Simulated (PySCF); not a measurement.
Species: C6H11N.
Cartesian coordinates in Å at the PBE0-D3(BJ)/def2-SVP level; atoms count from 1:
```
atom  x, y, z in Å
C1    -1.5197   -1.1742    0.6156
C2    -1.1038    0.1310   -0.0255
C3    -2.2092    1.0595   -0.4330
N4     0.0983    0.4928   -0.2384
C5     1.1920   -0.3219    0.1179
C6     2.3990   -0.2448   -0.7838
C7     2.4407    0.3998    0.5601
H8    -1.1246   -1.2562    1.6409
H9    -1.1356   -2.0374    0.0491
H10   -2.6129   -1.2637    0.6678
H11   -2.8284    1.3353    0.4375
H12   -2.8831    0.5711   -1.1571
H13   -1.7887    1.9677   -0.8823
H14    1.0051   -1.2952    0.5915
H15    2.9683   -1.1628   -0.9500
H16    2.2954    0.4048   -1.6557
H17    3.0395   -0.0594    1.3507
H18    2.3655    1.4885    0.6039
```

All values: CAM-B3LYP/def2-SVPD (PySCF, non-relativistic), on one gas-phase PBE0-D3(BJ)/def2-SVP geometry that isn't relaxed in the solvent. The solvent is an IEF-PCM continuum (Bondi radii, 1.10 Å for H, scaled by 1.2), and excitations are vertical TDDFT with non-equilibrium linear response and a frozen core. Only the electrostatic response of the medium enters.

Gas-phase singlets (H = HOMO, L = LUMO):

```json
{"state": "S1", "E (eV)": "5.312", "λ (nm)": "233", "f": "0.003", "leading configurations": "H-1→L 90%"}
{"state": "S2", "E (eV)": "6.788", "λ (nm)": "183", "f": "0.502", "leading configurations": "H→L 88%"}
{"state": "S3", "E (eV)": "6.996", "λ (nm)": "177", "f": "0.002", "leading configurations": "H→L+1 88%"}
{"state": "S4", "E (eV)": "7.058", "λ (nm)": "176", "f": "0.049", "leading configurations": "H-1→L+1 84%, H→L 8%"}
{"state": "S5", "E (eV)": "7.570", "λ (nm)": "164", "f": "0.004", "leading configurations": "H→L+2 74%, H→L+5 8%"}
```

What are the lowest 5 singlets in chloroform (ε = 4.711)?

```
state  E (eV)  λ (nm)      f           leading configurations  change by rank (eV)
   S1   5.417     229  0.004                        H-1→L 92%               +0.105
   S2   6.684     185  0.668                          H→L 95%               -0.104
   S3   7.141     174  0.001                        H→L+1 89%               +0.145
   S4   7.267     171  0.027                      H-1→L+1 89%               +0.209
   S5   7.688     161  0.003  H→L+2 52%, H→L+3 29%, H→L+5 12%               +0.118
```

The ground-state energy changes by -0.129 eV from gas to chloroform. By how much does the total energy of gas-phase S1 change?

E(S1) = E(S0) + excitation energy, so it changes by -0.129 + 0.105 = -0.024 eV: it is lowered less than the ground state, which is what a blue shift means. This is the vertical state, with the slow part of the continuum still set for S0.

How do the frontier levels move from gas to chloroform?

```
orbital  gas (eV)  solvent (eV)  change (eV)
 LUMO+2      1.97          2.06        +0.09
 LUMO+1      1.32          1.48        +0.16
   LUMO      1.29          1.30        +0.01
   HOMO     -8.34         -8.36        -0.02
 HOMO-1     -8.38         -8.49        -0.11
 HOMO-2    -10.00        -10.02        -0.02
 HOMO-3    -11.17        -11.19        -0.02
```

The HOMO–LUMO gap goes from 9.63 to 9.66 eV.

Time: 45 s of wall time. Hardware: an Arm Neoverse V1 with one thread, shared host. This is the whole response run at CAM-B3LYP/def2-SVPD in chloroform, SCF included.
